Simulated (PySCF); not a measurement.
Te⁺: ionisation energy

Te⁺ [Kr] 4d10 5s2 5p3 (4S) → Te²⁺ [Kr] 4d10 5s2 5p2 (3P), as a difference of total energies. All numbers are calculated (PySCF 2.14, a scalar-relativistic core potential, in aug-cc-pVQZ-PP with one added diffuse shell each of s, p, d, f, g type with ECP28MDF (8s8p6d4f3g, 117 functions)). Correlated levels: valence: 4s2 4p6 4d10 frozen. The calculations carry no spin-orbit coupling.

```tsv
method	ionisation energy (eV)
UHF	18.356
LDA	18.935
PBE	18.754
PBE0	18.857
r2SCAN	19.013
M06-2X	18.821
wB97X	18.572
wB97X-V	18.620
MP2 (valence)	18.827
SCS-MP2 (valence)	18.698
```

Q: How much does correlation contribute at MP2 (valence)?

A: 18.827 − (18.356) = 0.471 eV, measured against UHF.

The reference lies between the lowest fine-structure levels, while these numbers refer to the centres of the terms.

Errors of the correlated levels include the incompleteness of this basis and the frozen core.

For comparison: 18.6 ± 0.4 eV (measured; NIST Atomic Spectra Database, ionization energies).
